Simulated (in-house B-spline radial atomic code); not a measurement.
Ionising the iodine ion I⁷⁺ with different functionals

Computed with a radial B-spline atomic code at the basis-set limit: four-component Dirac-Coulomb Hamiltonian, Fermi nucleus of rms radius 4.75 fm, spin-restricted, spherical fractional occupations for the functionals, and exact exchange of hybrids averaged over the configuration. The ionisation energy is the difference of two self-consistent energies, [Kr] 4d10 → [Kr] 4d9, without Breit or QED terms; ε is the level of the shell that loses the electron (mean over j). The electron is taken from both j subshells in proportion to 2j + 1, so the result is a j average, not the step between ground levels.

```csv
method,rung,ΔSCF (eV),-ε(4d) (eV)
PBE0,global hybrid,151.49,143.19
B3LYP,global hybrid,151.44,142.48
wB97X,range-separated hybrid,151.16,145.31
CAM-B3LYP,range-separated hybrid,151.37,144.47
```

Problem. Among the functionals, which spreads more, the ΔSCF values or the orbital energies?

Solution. The orbital energies: ΔSCF values span about 0.33 eV and the orbital energies 2.83 eV; here energy differences depend much less on the functional than eigenvalues do.

Problem. How do they compare with the NIST value?

Solution. NIST lists 150.8 eV ± 0.1 (measured, ground level to ground level). Errors run from +0.35 to +0.68 eV; wB97X is closest (+0.35 eV), but part of that can be cancellation, since the calculations leave out Breit-QED terms, spin polarisation, the choice among j levels, multiplet and fine-structure energies.
